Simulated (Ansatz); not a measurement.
The same path of BClH3NO (7 atoms, charge 0, multiplicity 1) was run 3 times with different band settings. Lost on the way: B1–O2, N3–H4. Made: O2–H4.

These are results of RKS PBE/def2-SVP in Ansatz 0.2.0, not measurements.

Relaxed end points:

```xyz
7
Properties=species:S:1:pos:R:3
B 0.066 0.288 -0.091
O 0.981 0.720 0.834
N -0.480 -1.005 -0.014
H -0.217 -1.656 0.725
Cl -0.455 1.382 -1.428
H 1.264 1.632 0.655
H -1.159 -1.361 -0.682
```

```xyz
7
Properties=species:S:1:pos:R:3
B -0.714 0.190 -0.970
O 0.873 0.638 1.441
N -0.684 -1.012 -0.599
H 0.343 -0.115 1.104
Cl -0.787 1.795 -1.531
H 1.720 0.503 0.975
H -0.751 -1.999 -0.420
```

Common settings: spring 5.0 eV/Å²; start path through a guess of the saddle point; force threshold 0.05 eV/Å; iteration limit 60; end points relaxed.

| run | movable images | climbing image | optimiser | largest step |
| --- | --- | --- | --- | --- |
| 1 | 5 | yes | quadratic models (default) | default |
| 2 | 2 | no | quadratic models (default) | default |
| 3 | 5 | yes | fire | 0.5 Å |

Task: What does each run give, and how far can it be trusted?

Result: Run 1: converged after 18 iterations, highest image 3.065 eV above the first end. Neighbouring images differ by up to 1.3 eV, so the band resolves the path poorly. A vibrational analysis at the climbing image gives one clearly imaginary mode, 205i cm⁻¹: a first-order saddle point.
Run 2: converged after 30 iterations, highest image 3.010 eV above the first end. The highest image is an end point: on this band no image between the ends rises above it. So few images can step over the top or miss a turn of the path.
Run 3: not converged after 60 iterations, highest image 3.068 eV above the first end. The band didn't meet its force threshold, so its energies are provisional: the largest band force was still 0.38 eV/Å, and over the last iterations the top stayed at 3.07 eV.
The orbitals stay closed-shell, which can raise the energy where a bond breaks towards radicals; this wasn't checked here.
